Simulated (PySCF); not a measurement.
# How methods differ on the ionisation energy of W⁷⁰⁺

W⁷⁰⁺ [He] 2s2 → W⁷¹⁺ [He] 2s1 [2s1/2^1, M_J = 1/2], as a difference of total energies. Computed with PySCF 2.14 in an uncontracted even-tempered set (16 s from 57 bohr⁻², ratio 2.4; 13 p from 74 bohr⁻², ratio 2.4; 5 d from 230 bohr⁻², ratio 2.6; 4 f from 350 bohr⁻², ratio 2.6), with the two-component X2C-1e Hamiltonian. Correlated levels: nothing frozen; the 28 highest virtual spinors dropped. "Screened" scales the spin-orbit matrix elements by Boettger's factors to mimic the two-electron term; Breit and QED terms are absent.

```json
{"method": "GMP2 (spin-free)", "ionisation energy (eV)": "19380.7"}
{"method": "GHF (screened spin-orbit)", "ionisation energy (eV)": "19376.0"}
{"method": "GMP2 (screened spin-orbit)", "ionisation energy (eV)": "19382.6"}
```

How much does correlation contribute at GMP2 (screened spin-orbit)?

19382.6 − (19376.0) = 6.6 eV, measured against GHF (screened spin-orbit).

For this ion Breit and QED terms and the two-electron picture change, all absent here, outweigh the correlation shift from GHF to GMP2.

For comparison: 19362 ± 3 eV (semi-empirical (NIST evaluation); NIST Atomic Spectra Database, ionization energies).
